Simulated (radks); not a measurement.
Values are calculated unless marked as measured or tabulated.
Question: Ru V, 40 electrons, occupied as [Ar] 3d10 4s2 4p5 4d4 4f1 (not the ground configuration). Level of theory: scalar-relativistic Kohn-Sham, BLYP, spin-polarised, spherical densities, finite nucleus; open shells are filled with parallel spins first (spin-orbit coupling, left out, can overturn this in heavy ions); Fermi nuclear charge, rms radius 4.4809 fm (a radial shooting solver on a logarithmic mesh with Libxc functionals). Some entries of the table are withheld. Estimate them.

orbital,occ.,eigenvalue (hartree),<r> (bohr)
1s up,1,-808.6373,0.03344
1s down,1,-808.6297,0.03344
2s up,1,-118.2514,0.1457
2s down,1,-118.2182,0.1457
2p up,3,-106.1657,0.1269
2p down,3,-106.1366,0.1269
3s up,1,-22.67440,0.4026
3s down,1,-22.65007,0.4025
3p up,3,-18.70442,0.4028
3p down,3,-18.67699,0.4026
3d up,5,-12.31733,0.3836
3d down,5,-12.28038,0.3832
4s up,1,-4.98710,0.9942
4s down,1,-4.80700,0.9920
4p up,3,-3.84497,(1)
4p down,2,-3.66189,(2)
4d up,4,(3),1.316
4d down,0,(4),1.344
4f up,1,-0.79825,2.477

Answer: 
(1) 4p up <r> (bohr): 1.079
(2) 4p down <r> (bohr): 1.080
(3) 4d up eigenvalue (hartree): -2.16589
(4) 4d down eigenvalue (hartree): -1.99611
